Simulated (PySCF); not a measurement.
Isomers of C4H9ClO3Si, one GFN2-xTB conformer each. Single-point energies are computed at PBE0/pcSseg-1 (PySCF, gas phase, no added dispersion term), electronic only.

| SMILES | GFN2-xTB relative energy (kcal/mol) |
| --- | --- |
| CO[C@@]1(C)CO[Si@H](Cl)O1 | 0.0 |
| COCC(=O)O[SiH2]CCl | 71.1 |
| CCO[Si](O)(O)/C=C\Cl | 29.7 |
| CO[C@@H]1[C@H](Cl)[C@@H]1O[SiH2]O | 54.5 |
| CC(=O)O[C@H](CCl)O[SiH3] | 50.2 |
| CO[C@@H]1CO[Si@H](CCl)O1 | 40.6 |
| C[C@@H](OC=O)[Si@@H](O)CCl | 67.8 |

Conformers: `[CH3:1][O:2][C@@:3]1([CH3:4])[CH2:5][O:6][Si@H:7]([Cl:8])[O:9]1` with C1–O2–C3–C4 63°, O2–C3–C5–O6 105°, C3–C5–O6–Si7 -1°, C5–O6–Si7–Cl8 126°, O6–Si7–O9–C3 -19°; `[CH3:1][O:2][CH2:3][C:4](=[O:5])[O:6][SiH2:7][CH2:8][Cl:9]` with C1–O2–C3–C4 -70°, O2–C3–C4–O5 2°, C3–C4–O6–Si7 -172°, C4–O6–Si7–C8 55°, O6–Si7–C8–Cl9 51°; `[CH3:1][CH2:2][O:3][Si:4]([OH:5])([OH:6])/[CH:7]=[CH:8]\[Cl:9]` with C1–C2–O3–Si4 180°, C2–O3–Si4–O5 64°, O3–Si4–O5–H 143°, O3–Si4–O6–H 46°, O3–Si4–C7–C8 -56°; `[CH3:1][O:2][C@@H:3]1[C@H:4]([Cl:5])[C@@H:6]1[O:7][SiH2:8][OH:9]` with C1–O2–C3–C4 -82°, C4–C6–O7–Si8 -139°, C6–O7–Si8–O9 48°, O7–Si8–O9–H 18°; `[CH3:1][C:2](=[O:3])[O:4][C@H:5]([CH2:6][Cl:7])[O:8][SiH3:9]` with C1–C2–O4–C5 -177°, C2–O4–C5–C6 -164°, O4–C5–C6–Cl7 170°, O4–C5–O8–Si9 -117°; `[CH3:1][O:2][C@@H:3]1[CH2:4][O:5][Si@H:6]([CH2:7][Cl:8])[O:9]1` with C1–O2–C3–C4 -179°, O5–Si6–C7–Cl8 163°, O2–C3–C4–O5 -99°, C3–C4–O5–Si6 -19°, C4–O5–Si6–C7 130°, O5–Si6–O9–C3 5°; `[CH3:1][C@@H:2]([O:3][CH:4]=[O:5])[Si@@H:6]([OH:7])[CH2:8][Cl:9]` with C1–C2–O3–C4 103°, C2–O3–C4–O5 4°, C1–C2–Si6–O7 74°, C2–Si6–O7–H 162°, C2–Si6–C8–Cl9 -144°.

Question: What does PBE0/pcSseg-1 give for the same structures?

Answer: 
| SMILES | PBE0/pcSseg-1 E (Eh) | PBE0/pcSseg-1 (kcal/mol) | GFN2-xTB (kcal/mol) | point group |
| --- | --- | --- | --- | --- |
| CCO[Si](O)(O)/C=C\Cl | -1132.55724 | 0.0 | 29.7 | C1 |
| CO[C@@]1(C)CO[Si@H](Cl)O1 | -1132.55302 | 2.6 | 0.0 | C1 |
| CO[C@@H]1CO[Si@H](CCl)O1 | -1132.49740 | 37.5 | 40.6 | C1 |
| C[C@@H](OC=O)[Si@@H](O)CCl | -1132.49547 | 38.8 | 67.8 | C1 |
| CC(=O)O[C@H](CCl)O[SiH3] | -1132.47609 | 50.9 | 50.2 | C1 |
| COCC(=O)O[SiH2]CCl | -1132.46892 | 55.4 | 71.1 | C1 |
| CO[C@@H]1[C@H](Cl)[C@@H]1O[SiH2]O | -1132.45294 | 65.4 | 54.5 | C1 |

GFN2-xTB puts CO[C@@]1(C)CO[Si@H](Cl)O1 lowest instead; measured from each level's own lowest isomer, the values differ by up to 29.7 kcal/mol (CCO[Si](O)(O)/C=C\Cl: 29.7 against 0.0). As drawn, the lowest has an Si–C bond and a C=C bond outside aromatic rings, which the highest lacks; the highest has a three-membered ring, which the lowest lacks. Neighbours under 2.5 kcal/mol apart (CO[C@@H]1CO[Si@H](CCl)O1 and C[C@@H](OC=O)[Si@@H](O)CCl) can change places with a better method, another conformer or zero-point energy.

Question: Which frontier levels, dipoles and rotational constants go with these structures?

Answer: 
```json
{"SMILES": "CCO[Si](O)(O)/C=C\\Cl", "HOMO (eV, PBE0/pcSseg-1)": "-7.69", "LUMO (eV)": "-0.72", "dipole (D)": "1.42", "A, B, C (MHz)": "1213, 952.3, 672.7"}
{"SMILES": "CO[C@@]1(C)CO[Si@H](Cl)O1", "HOMO (eV, PBE0/pcSseg-1)": "-7.98", "LUMO (eV)": "0.91", "dipole (D)": "2.15", "A, B, C (MHz)": "2341, 751.6, 716.2"}
{"SMILES": "CO[C@@H]1CO[Si@H](CCl)O1", "HOMO (eV, PBE0/pcSseg-1)": "-7.97", "LUMO (eV)": "0.45", "dipole (D)": "2.17", "A, B, C (MHz)": "1989, 696.4, 573.4"}
{"SMILES": "C[C@@H](OC=O)[Si@@H](O)CCl", "HOMO (eV, PBE0/pcSseg-1)": "-7.89", "LUMO (eV)": "-0.36", "dipole (D)": "2.69", "A, B, C (MHz)": "1949, 751.4, 594.7"}
{"SMILES": "CC(=O)O[C@H](CCl)O[SiH3]", "HOMO (eV, PBE0/pcSseg-1)": "-8.31", "LUMO (eV)": "-0.07", "dipole (D)": "2.36", "A, B, C (MHz)": "1562, 745.5, 548.9"}
{"SMILES": "COCC(=O)O[SiH2]CCl", "HOMO (eV, PBE0/pcSseg-1)": "-7.55", "LUMO (eV)": "-0.28", "dipole (D)": "1.77", "A, B, C (MHz)": "1783, 656.1, 551.0"}
{"SMILES": "CO[C@@H]1[C@H](Cl)[C@@H]1O[SiH2]O", "HOMO (eV, PBE0/pcSseg-1)": "-7.48", "LUMO (eV)": "0.39", "dipole (D)": "3.66", "A, B, C (MHz)": "1628, 892.4, 709.1"}
```
